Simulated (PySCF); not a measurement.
C2H5Ga, SMILES [GaH2][CH]=C. Atoms are numbered in the order given.

```xyz
8

Ga    -0.0393     0.7444     0.0000
H     -1.5932     0.9856     0.0000
H      0.9712     1.9463     0.0000
C      0.5725    -1.1145     0.0000
C     -0.3079    -2.1339     0.0000
H      1.6415    -1.3676     0.0000
H      0.0036    -3.1867     0.0000
H     -1.3913    -1.9622     0.0000
```
Charge 0, spin multiplicity 1.

Geometry: TPSSh-D3(BJ)/def2-SVP.

Computed with TPSSh-D3(BJ)/def2-SVP (PySCF).

Frequencies are harmonic and unscaled.

```
mode  ν (cm⁻¹)  IR (km/mol)  moving atoms (share of kinetic energy)
----  --------  -----------  --------------------------------------
1          163          0.0                          H 79 %, C 21 %
2          212          1.3                  C 50 %, H 41 %, Ga 9 %
3          428          0.1                          H 88 %, C 12 %
4          471         58.8                 H 66 %, C 22 %, Ga 12 %
5          591         55.6                 C 54 %, H 33 %, Ga 13 %
6          625        147.8                           H 85 %, C 9 %
7          752        157.0                                  H 98 %
8         1000         12.0                          H 86 %, C 13 %
9         1004         27.9                          H 72 %, C 28 %
10        1054         13.1                                  H 93 %
11        1274          3.1                          H 72 %, C 28 %
12        1425         17.2                          H 76 %, C 24 %
13        1639         21.0                          C 78 %, H 22 %
14        1963        164.3                                  H 99 %
15        1972        233.9                                  H 99 %
16        3098         26.9                                  H 95 %
17        3125         12.6                           H 92 %, C 8 %
18        3188         14.9                          H 89 %, C 11 %
```
